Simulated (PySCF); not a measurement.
Compound: C₆H₇O (doublet state).
Structure used (GFN2-xTB), in Å, numbered top down from 1:
```xyz
14
C6H7O angstrom
C     -2.3311   -0.1220   -0.4443
C     -1.2502    0.0163    0.5633
C      0.0867    0.0289    0.2560
C      1.2125    0.1517    1.0973
C      2.3357    0.1045    0.2689
C      1.8699   -0.0413   -1.0113
O      0.5244   -0.0885   -1.0384
H     -2.9975    0.7425   -0.4123
H     -2.9402   -1.0037   -0.2347
H     -1.9126   -0.2098   -1.4428
H     -1.5270    0.1134    1.6004
H      1.1862    0.2594    2.1619
H      3.3635    0.1683    0.5655
H      2.3791   -0.1201   -1.9514
```

The hyperfine couplings belong to this conformer and change with its torsions.

Identity: `C[CH]c1ccco1` [radical].

Level of theory: UKS B3LYP, pcH-1 on C H O, non-relativistic, mean-field spin-orbit, GIAO in PySCF 2.14.0. The structure is a single GFN2-xTB conformer in the gas phase; no vibrational or solvent corrections. A GFN2-xTB geometry isn't a minimum of the functional, and hyperfine couplings can be far from their values at a DFT geometry. No stability test was run, so a lower SCF solution isn't excluded. ⟨S²⟩ is 0.776 where a pure state has 0.75.

The Mulliken spin populations are largest on C2 (+0.63), C4 (+0.39), C6 (+0.33) and C3 (-0.20). Three atoms exceed +0.15. The angles at C2 add up to 360.0°, so it is planar; its axial dipolar tensor and the negative coupling of its proton fit spin in a p orbital normal to that plane.

Task: McConnell's relation a(H) = Q·ρ ties the coupling of a proton on a planar π carbon to the spin population of that carbon. What Q do the computed values give?

Result: 
| H | C | ρ(C) | a(H) (G) | a/ρ (G) |
| --- | --- | --- | --- | --- |
| H11 | C2 | +0.634 | -13.88 | -21.9 |
| H12 | C4 | +0.385 | -9.14 | -23.7 |
| H13 | C5 | -0.140 | +2.08 | -14.9 |
| H14 | C6 | +0.334 | -8.91 | -26.7 |

A least-squares line through the origin gives Q = -22.9 G with Mulliken populations. In every row coupling and population have opposite signs. Where ρ is negative the coupling is positive.

Task: Leave H13 and its like out of the fit. How well does the relation then predict its coupling?

Result: The other protons give Q = -23.1 G, so a = -23.1 × -0.140 = 3.23 G, against the computed 2.08 G.

Task: List the C–H protons on four-coordinate carbons next to a three-coordinate spin centre, with their couplings and θ (C–H bond against the normal to the plane of the centre's neighbours, projected along the bond that joins the two).

Result: 
```json
{"β H": "H8", "on": "C1", "centre": "C2", "θ (°)": "31", "cos²θ": "0.74", "a (G)": "+24.60"}
{"β H": "H9", "on": "C1", "centre": "C2", "θ (°)": "31", "cos²θ": "0.74", "a (G)": "+24.61"}
{"β H": "H10", "on": "C1", "centre": "C2", "θ (°)": "90", "cos²θ": "0.00", "a (G)": "+0.67"}
```

Fitting the Heller–McConnell form a = ρ(B0 + B2 cos²θ), with Mulliken ρ = 0.63, gives B0 = 1.1 G and B2 = 51.2 G; with only two distinct angles the two parameters are fixed exactly. By this fit the coupling would be 33.1 G at θ = 0° and 0.7 G at 90°.

Task: What would the freely rotating methyl group on C1 show?

Result: Three equal couplings, a 1:3:3:1 quartet. The mean of the three values of this geometry estimates the splitting: 16.6 G, or 46.6 MHz (three bonds 120° apart have a mean cos²θ of 1/2 at any torsion).

Couplings in gauss use g_iso = 2.0028.
